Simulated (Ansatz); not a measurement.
Relaxation of C2H5SSi (9 atoms, charge 1, multiplicity 1), to a largest force component of 0.02 eV/Å in at most 50 steps.

Computed with Ansatz, RKS PBE0-D4/def2-SVP.

```xyz
9
Properties=species:S:1:pos:R:3
C -0.180 0.911 -1.348
S 0.731 -0.407 -0.474
C -0.277 -0.506 0.969
Si 0.206 -0.874 2.578
H 0.146 1.865 -0.945
H -1.245 0.784 -1.183
H 0.063 0.859 -2.405
H 0.135 -1.422 -1.162
H 0.421 -1.210 3.968
```

Task: Where does it end, and by what steps?

Result: The run converged. After 10 steps the energy has fallen by 0.730 eV; H9 moved furthest, 0.70 Å.

```tsv
step	energy less start (eV)	largest force component (eV/Å)	accepted
0	0.0000	3.720	yes
1	-0.3749	1.309	yes
2	-0.5435	1.896	yes
3	-0.6139	1.982	yes
4	-0.7024	0.536	yes
5	-0.7215	0.255	yes
6	-0.6931	0.513	no
7	-0.7287	0.134	yes
8	-0.7296	0.036	yes
9	-0.7298	0.026	yes
10	-0.7298	0.010	yes
```

```xyz
9
Properties=species:S:1:pos:R:3
C -0.244 0.918 -1.277
S 0.692 -0.481 -0.606
C 0.243 -0.675 0.994
Si 0.664 -0.823 2.579
H 0.180 1.817 -0.812
H -1.309 0.808 -1.041
H -0.060 0.925 -2.361
H 0.047 -1.505 -1.241
H -0.213 -0.983 3.765
```

Whether the end is a true minimum wasn't checked by a vibrational analysis.

Run time: 17 s on 2 threads of Intel(R) Xeon(R) Platinum 8488C (Sapphire Rapids), with other jobs on the host, peak memory 0.19 GiB.
